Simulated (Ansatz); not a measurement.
Species: C₃H₇Cl₃Ge (charge 0, singlet). SMILES: [Cl][Ge]([Cl])([Cl])[CH](C)C
Structure (B3LYP-D3(BJ)/def2-TZVP (Ansatz, a first-principles code) minimum search):
```
C
H 1 1.0934
C 1 1.5272 2 109.94
H 3 1.0902 1 112.08 2 -55.83
H 3 1.0915 4 108.23 1 122.95
H 3 1.0928 4 107.96 5 116.28
C 1 1.5272 2 109.94 3 125.09
H 7 1.0902 1 112.08 2 55.83
H 7 1.0915 8 108.23 1 -122.95
H 7 1.0928 8 107.96 9 -116.28
Ge 1 1.9668 2 103.41 3 -117.46
Cl 11 2.1593 1 111.73 2 -60.18
Cl 11 2.1593 1 111.73 2 60.18
Cl 11 2.1611 1 110.94 2 -180.00
```

Quantity: atomisation energy (electronic, to ground-state atoms), in kJ/mol. Correlated levels leave the core frozen unless marked. UHF or UKS for open shells. No spin-orbit coupling. The frozen core is the preceding noble-gas configuration, with the filled d and f shells of earlier blocks. Non-relativistic. The coupled-cluster limit lacks core correlation, which all-electron functionals hold. CBS marks a two-point X^-3 extrapolation of the correlation energy; Hartree-Fock from the larger set. [CCSD(T)-MP2]/basis is that difference in the basis named.

```tsv
level	program	atomisation energy (kJ/mol)
HF/STO-3G	Ansatz	4925.9
HF/6-31G*	Ansatz	3783.5
HF/def2-SVPD	Ansatz	3865.6
BLYP-D4/def2-TZVPD	Ansatz + dftd4	5043.2
BLYP/def2-TZVPD	Ansatz	4946.5
PBE0-D3(BJ)/def2-TZVP	Ansatz + dftd3	5146.2
PBE0-D4/def2-TZVPD	Ansatz + dftd4	5145.2
CAM-B3LYP-D4/def2-TZVPD	Ansatz + dftd4	5090.0
LC-wPBE-D3(BJ)/def2-TZVPD	Ansatz + dftd3	5116.0
B2GP-PLYP-D4/def2-TZVPD	Ansatz + dftd4	5044.1
B2PLYP-D3(BJ)/def2-TZVPD	Ansatz + dftd3	5057.6
RI-MP2/def2-TZVPP	Ansatz	5090.5
RI-MP2/def2-TZVPPD	Ansatz	5103.0
RI-MP2/def2-QZVPP	Ansatz	5161.2
RI-MP2/def2-QZVPPD	Ansatz	5163.7
SCS-MP2/def2-TZVPPD	Ansatz	5049.9
CCSD/def2-TZVPP	Ansatz	4915.4
CCSD/def2-TZVPPD	Ansatz	4926.6
CCSD(T)/STO-3G	Ansatz	5422.1
CCSD(T)/6-31G	Ansatz	4296.6
RI-MP2/CBS(def2-TZVPPD,def2-QZVPPD)+[CCSD(T)-MP2]/def2-TZVPPD	Ansatz	5113.9
```
